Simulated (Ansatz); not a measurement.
Species: SiCl2F2, charge 0, singlet. SiCl2F2 (SMILES F[Si](F)(Cl)Cl).
B3LYP-D3(BJ)/def2-TZVP minimum from Ansatz (a quantum-chemistry and plane-wave program):
```
Si
F 1 1.5763
F 1 1.5763 2 107.66
Cl 1 2.0177 2 109.30 3 -118.62
Cl 1 2.0177 2 109.30 3 118.62
```

Wanted: atomisation energy (electronic, to ground-state atoms), in kJ/mol. Open shells are spin-unrestricted; no spin-orbit coupling. CBS(X,Y): correlation extrapolated as X^-3, Hartree-Fock from the larger set (Q,5: extrapolated as (X+1)exp(-9√X)). A bracket is a step between two methods taken in the basis named. The functionals are non-relativistic, so their misses hold any scalar relativity. Double hybrids freeze cores in their MP2 part. '+ core + X2C': CCSD(T) terms for core correlation (cc-pwCVTZ, 1s frozen past Ne) and scalar relativity (cc-pVTZ-DK).

CCSD(T)/CBS(cc-pV(Q+d)Z,cc-pV(5+d)Z) + [CCSDT(Q) - CCSD(T)]/cc-pV(D+d)Z + core + X2C (Ansatz) gives 2017.7 kJ/mol.

How far off this value is PBE/def2-TZVPD (Ansatz), in which direction, and which of these levels come nearer: r2SCAN/def2-TZVPD, B2PLYP/def2-TZVPD, CCSD(T)/CBS(cc-pV(Q+d)Z,cc-pV(5+d)Z) + core + X2C?

PBE gives 1998.6 kJ/mol, 19.1 kJ/mol below it. Differences of the others: r2SCAN/def2-TZVPD (Ansatz) -14.5; B2PLYP/def2-TZVPD (Ansatz) -63.3; CCSD(T)/CBS(cc-pV(Q+d)Z,cc-pV(5+d)Z) + core + X2C (Ansatz) -2.2 kJ/mol. Nearer than PBE: r2SCAN/def2-TZVPD, CCSD(T)/CBS(cc-pV(Q+d)Z,cc-pV(5+d)Z) + core + X2C.
